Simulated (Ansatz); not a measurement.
The cluster Be₄O₃. Total charge 0; singlet. Geometry PBE0-D4/def2-SVP; atoms count from 1.

```
atom   x (Å)   y (Å)   z (Å)
 Be1   1.315   0.282  -0.587
 Be2  -0.957  -0.435  -0.927
 Be3   0.029  -0.934   1.045
 Be4  -0.188   1.385   0.445
  O5   0.920   0.313   1.005
  O6  -0.985  -1.458   0.124
  O7  -0.135   0.847  -1.105
```

The restricted singlet is unstable towards broken spin symmetry in Hartree–Fock (as tested in another run); at PBE0-D4/def2-TZVP this wasn't settled. Another isomer (singlet) lies 2.57 eV lower at PBE0-D4/def2-TZVP; other spin states weren't run for this one.

(1) Estimate the Mulliken populations from the PBE0/def2-TZVP orbitals of Ansatz.

(2) And the Mayer bond orders between heavy atoms (over 0.3)?

Answers

(1) 
```json
{"atom": "Be1", "charge (e)": "0.03"}
{"atom": "Be2", "charge (e)": "0.25"}
{"atom": "Be3", "charge (e)": "0.25"}
{"atom": "Be4", "charge (e)": "0.03"}
{"atom": "O5", "charge (e)": "-0.18"}
{"atom": "O6", "charge (e)": "-0.20"}
{"atom": "O7", "charge (e)": "-0.18"}
```
Mulliken values depend strongly on the basis.

(2) Be1–Be4 0.78 (2.13 Å); Be1–O5 0.76 (1.64 Å); Be1–O7 0.76 (1.64 Å); Be2–O6 1.27 (1.47 Å); Be2–O7 0.99 (1.53 Å); Be3–O5 0.99 (1.53 Å); Be3–O6 1.27 (1.47 Å); Be4–O5 0.76 (1.64 Å); Be4–O7 0.76 (1.64 Å).
